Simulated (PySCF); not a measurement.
Compound: C5H5NO2Si.
Structure used (GFN2-xTB), in Å, numbered top down from 1:
```
atom  x, y, z in Å
C1    -2.2617   -1.2987    1.3499
C2    -1.8287   -0.7347    0.3882
C3    -1.2756   -0.0333   -0.7592
C4    -1.5510    1.3831   -0.6493
N5    -1.7528    2.5030   -0.5585
C6     0.2489   -0.2469   -0.7832
O7     0.7999   -0.8900   -1.6311
O8     0.8558    0.3406    0.2171
Si9    2.5151    0.2969    0.4266
H10   -2.6583   -1.8019    2.1802
H11   -1.7026   -0.4262   -1.6904
H12    3.1372    0.8617   -0.7638
H13    2.5728    1.1386    1.6097
H14    2.9002   -1.0927    0.6417
```

Computed at PBE0/pcSseg-1 (PySCF, non-relativistic), with Q(14N) = 0.02044 b, Q(17O) = −0.0256 b: N5, 14N (I = 1): χzz = -4.737 MHz, η = 0.024; O7, 17O (I = 5/2): χzz = 9.789 MHz, η = 0.261; O8, 17O (I = 5/2): χzz = -8.386 MHz, η = 0.162.

Question: Find the zero-field quadrupole resonance frequencies of 14N at N5.

Answer: From ν± = (3/4)|χ|(1 ± η/3) and ν0 = |χ|η/2: ν+ 3.581 MHz, ν− 3.525 MHz, ν0 0.056 MHz (nitrile nitrogen).

Question: Where would the pure quadrupole (NQR) lines of 17O at O7 fall for the rigid, isolated species?

Answer: From the eigenvalues of H = χ/[4I(2I − 1)] × [3Iz² − I(I + 1) + η(Ix² − Iy²)], steps between neighbouring levels, labelled as for η = 0: ±1/2↔±3/2 1.574 MHz, ±3/2↔±5/2 2.898 MHz (carbonyl oxygen).

Question: Where would the pure quadrupole (NQR) lines of 17O at O8 fall for the rigid, isolated species?

Answer: From the eigenvalues of H = χ/[4I(2I − 1)] × [3Iz² − I(I + 1) + η(Ix² − Iy²)], steps between neighbouring levels, labelled as for η = 0: ±1/2↔±3/2 1.293 MHz, ±3/2↔±5/2 2.503 MHz (oxygen singly bound to a carbonyl carbon).

In a crystal, neighbours and librations shift these lines. GFN2-xTB bond lengths can be off by several hundredths of an ångström, more for odd bonds, and the gradients follow them. A larger basis could move these couplings by a tenth or more.

One conformer stands for the species.
